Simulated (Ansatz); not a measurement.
Reaction (cleavage of the Si–B bond): `[CH3][Al]([CH3])[BH][SiH3]` + `N=C1C[SiH2]1` → `[SiH3]/N=C1\C[SiH2]1` + `[BH2][Al]([CH3])[CH3]`

Isolated molecules relaxed with PBE0-D4/def2-TZVP in Ansatz; ΔE leaves out vibrations. CBS: MP2 limit from def2 TZ/QZ plus the TZ coupled-cluster correction, frozen cores. DFT in def2-TZVPP. Each species was taken in one conformer, which may not be the lowest.

CCSD(T)/CBS gives -37.5 kJ/mol.

**Question.** Another level gave -47.4 kJ/mol. Which?
A. MP2/def2-TZVPP
B. CCSD/def2-TZVPP
C. r2SCAN/def2-TZVPP
D. PBE0-D4/def2-TZVPP

**Answer.** A. MP2/def2-TZVPP -47.4, CCSD/def2-TZVPP -37.2, r2SCAN -32.4, PBE0-D4 -27.2 kJ/mol.

Largest T1 diagnostic among the species: 0.014.

The D4 term adds −3.0 kJ/mol with B3LYP and −1.6 kJ/mol with PBE0; it sums over pairs of atoms, weighted by their polarisabilities, and B3LYP, whose exchange is more repulsive, gets the larger term. In def2-TZVPP, CCSD(T) changes the Hartree–Fock value by +14.6 kJ/mol (the triples alone add +0.6 kJ/mol) and MP2 by +3.8 kJ/mol.

B3LYP here is the variant with VWN-RPA as its local correlation; programs differ in this.
